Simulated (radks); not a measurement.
Results of a calculation; reference values are marked as such.
Effect of the nuclear size on neutral holmium, [Xe] 4f11 6s2. Code: a radial shooting solver on a logarithmic mesh with Libxc functionals. Model: Dirac Kohn-Sham, relativistic LDA (MacDonald-Vosko exchange, VWN5 correlation), spin-unpolarised, spherical densities, finite nucleus; open shells are shared between the two j in proportion to 2j + 1; Fermi nuclear charge, rms radius 5.2022 fm. The rms radius is varied about that value; shifts are against it.

| rms radius (fm) | total energy shift (eV) | density at nucleus (e/bohr^3) | 1s1/2 shift (meV) | 2s1/2 shift (meV) | 5s1/2 shift (meV) | 5p1/2 shift (meV) | 6s1/2 shift (meV) | 4f7/2 shift (meV) | 6p1/2 (empty) shift (meV) |
|---|---|---|---|---|---|---|---|---|---|
| 4.2346 | -9.64 | 8.417e+05 | -3930 | -521 | -3.95 | 0.441 | -0.160 | 0.735 | 0.143 |
| 4.9993 | -2.14 | 8.034e+05 | -873 | -116 | -0.877 | 0.098 | -0.036 | 0.163 | 0.032 |
| 5.2022 | 0 | 7.945e+05 | 0.000 | 0.000 | 0.000 | 0.000 | 0.000 | 0.000 | 0.000 |
| 5.6132 | 4.52 | 7.777e+05 | 1840 | 244 | 1.85 | -0.206 | 0.075 | -0.345 | -0.067 |
| 6.2895 | 12.5 | 7.533e+05 | 5100 | 674 | 5.12 | -0.570 | 0.207 | -0.953 | -0.185 |

Slopes of the eigenvalues against <r^2> in GHz/fm^2, as finite differences over the two radii next to the reference (eigenvalue slopes, not the field-shift constants of lines): 1s1/2 101000, 2s1/2 13300, 5s1/2 101, 5p1/2 -11.3, 6s1/2 4.11, 4f7/2 -18.9, 6p1/2 (empty) -3.66.
